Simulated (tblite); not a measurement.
Computed with GFN2-xTB (tblite): harmonic, unscaled wavenumbers at the GFN2-xTB geometry, gas phase. This tight-binding method is rough: wavenumbers can miss measured ones by several per cent, in bad cases by 10 to 20. Modes of hydrogen on silicon can be 10 to 20 % off. One conformer each. Open shells enter through the occupations alone, without spin polarisation, and single modes of such species can be off by tens of per cent. Thermal functions are those of the rigid rotor and harmonic oscillator, without mixing of conformers.

Question: Order these by their zero-point energy, highest first (kcal/mol).
A. `N#CC[Si@@H](Cl)CCl`
B. `CC1=C(C)C(C)=C(C)P=C1`
C. `CP(C)Cc1ccccc1`
D. `O[CH][C@@]12C[C@@H]3[C@@H]([C@@H]31)C2` [radical]
E. `C#C[C@@H]1CN(C)[SiH2]C1=C`
F. `O=COC[Si]([SiH3])([SiH3])CF`
G. `C1[SiH2]N[SiH2][SiH2]1`

Answer: B (120.7), C (118.9), E (97.3), D (87.0), F (80.0), G (57.2), A (45.9).

```csv
SMILES,atoms,mass (u),symmetry number,modes under 300 cm⁻¹,ZPE (kcal/mol),S translation (cal/(mol K)),S rotation,S vibration,S spin,S,Cp
Cc1cpc(C)c(C)c1C,23,152.08,1,8,120.7,43.6,31.6,55.8,0.0,130.9,66.5
CP(C)Cc1ccccc1,23,152.08,1,9,118.9,43.6,31.7,58.8,0.0,134.1,67.8
C#C[C@@H]1CN(C)[SiH2]C1=C,20,137.07,1,7,97.3,43.3,31.0,52.9,0.0,127.2,61.7
O[CH][C@]12C[C@@H]3[C@H](C1)[C@@H]32,17,109.07,1,3,87.0,42.6,29.2,32.4,1.4,105.5,49.4
O=COC[Si]([SiH3])([SiH3])CF,20,182.01,1,12,80.0,44.1,32.3,82.0,0.0,158.4,70.7
C1[SiH2]N[SiH2][SiH2]1,14,119.00,1,3,57.2,42.8,29.3,37.9,0.0,110.1,48.5
N#CC[Si@@H](Cl)CCl,12,152.96,1,7,45.9,43.6,31.4,44.7,0.0,119.7,42.9
```

Entropies and Cp are for 500 K and 1 bar.
